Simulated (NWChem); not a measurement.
# SiI₂Cl₂; SMILES Cl[Si](Cl)(I)I

```xyz
5

Cl     0.0000    -1.6596    -1.9012
Si     0.0000     0.0000    -0.6999
Cl     0.0000     1.6596    -1.9012
I      1.9990     0.0000     0.6775
I     -1.9990     0.0000     0.6775
```
Atoms are numbered in this order, from 1.

Level: PBE0/def2-SVP with def2 effective core potentials on I (NWChem), optimised geometry, unscaled harmonic frequencies. def2 effective core potentials on I; no spin-orbit coupling.

```json
[
 {"frequency (cm⁻¹)": "80", "IR intensity (km/mol)": "0.0"},
 {"frequency (cm⁻¹)": "106", "IR intensity (km/mol)": "0.0"},
 {"frequency (cm⁻¹)": "146", "IR intensity (km/mol)": "3.0"},
 {"frequency (cm⁻¹)": "156", "IR intensity (km/mol)": "1.2"},
 {"frequency (cm⁻¹)": "158", "IR intensity (km/mol)": "1.5"},
 {"frequency (cm⁻¹)": "278", "IR intensity (km/mol)": "6.9"},
 {"frequency (cm⁻¹)": "443", "IR intensity (km/mol)": "180.3"},
 {"frequency (cm⁻¹)": "562", "IR intensity (km/mol)": "158.2"},
 {"frequency (cm⁻¹)": "614", "IR intensity (km/mol)": "133.5"}
]
```

```
Item                                                                                Value
-----------------------------------------------------------------------  ----------------
zero-point energy                                                            3.6 kcal/mol
thermal correction to the enthalpy at 298.15 K (with zero-point energy)      8.8 kcal/mol
heat capacity Cv                                                         20.8 cal/(mol K)
entropy at 298.15 K and 1 atm (symmetry number 2)                        92.7 cal/(mol K)
```

Rigid rotor and harmonic oscillator; modes under 100 cm⁻¹ make the entropy uncertain.
